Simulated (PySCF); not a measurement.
A structure optimised at PBE0-D3(BJ)/def2-SVP, used in a PySCF frequency run:

```xyz
9

O     -1.1850     0.5340     0.9987
Si    -0.3131    -0.2619    -0.1264
F     -0.4987    -1.8469     0.0564
F     -0.8460     0.0585    -1.6099
C      1.4936     0.2227     0.0543
F      1.5181     1.4531     0.6988
H     -0.7152     1.2761     1.3976
H      2.0113     0.3120    -0.9150
H      2.0458    -0.5129     0.6638
```
Charge 0, spin multiplicity 1.

Question: Write its SMILES and formula.

Answer: O[Si](F)(F)CF, CH₃F₃OSi

Question: What are its rotational constants (standard atomic weights)?

Answer: 3.8893, 2.0275, 2.0127 GHz
